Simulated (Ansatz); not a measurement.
`[SiH3][SiH]1[CH2][AlH]1` + `CBNCO` → `O[SiH]1[CH2][AlH]1` + `CBNC[SiH3]`  (redistribution)

Computed with Ansatz on PBE0-D4/def2-TZVP structures; ΔE is electronic, products minus reactants. CCSD(T)/CBS adds triple-zeta CCSD(T) − MP2 to the extrapolated MP2 energy (def2 sets, frozen cores). Functionals use def2-TZVPP. One conformer a species, not always the lowest.

```json
{"level": "PBE-D4", "ΔE (kcal/mol)": "-22.0"}
{"level": "r2SCAN-D4", "ΔE (kcal/mol)": "-25.1"}
{"level": "ωB97M-V", "ΔE (kcal/mol)": "-27.2"}
{"level": "HF/def2-TZVPP", "ΔE (kcal/mol)": "-27.2"}
```

**Question.** What does CCSD(T)/CBS give? (Best estimate.)

**Answer.** Computed: -26.6 kcal/mol. The listed levels differ from it by 4.6, 1.5, -0.6, -0.6 kcal/mol.

Largest T1 diagnostic among the species: 0.014.
